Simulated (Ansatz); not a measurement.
Ge(OH) (GeHO), SMILES [OH][Ge] (connectivity only; charge and spin as stated), neutral, multiplicity 2.

Geometry optimised at PBE-D3(BJ)/def2-TZVP.

Two levels are set side by side: PBE/def2-TZVPD (Ansatz, a program for electronic structure) and CAM-B3LYP/def2-TZVPD (Ansatz). Energy differences of separate SCF runs at the same geometry; the states with an electron removed or added have multiplicity 1 and 3. Differences are taken from unrounded values.

```
quantity                          PBE
-------------------------------  ----
vertical ionisation energy (eV)  7.14
vertical electron affinity (eV)  0.36
```

Task: These are the PBE values. What does CAM-B3LYP give? (Estimate from the structure and the level; the computed values follow.)

Result: 
```json
[
 {"quantity": "vertical ionisation energy (eV)", "CAM-B3LYP": "7.31", "PBE minus CAM-B3LYP": "-0.17"},
 {"quantity": "vertical electron affinity (eV)", "CAM-B3LYP": "0.39", "PBE minus CAM-B3LYP": "-0.02"}
]
```
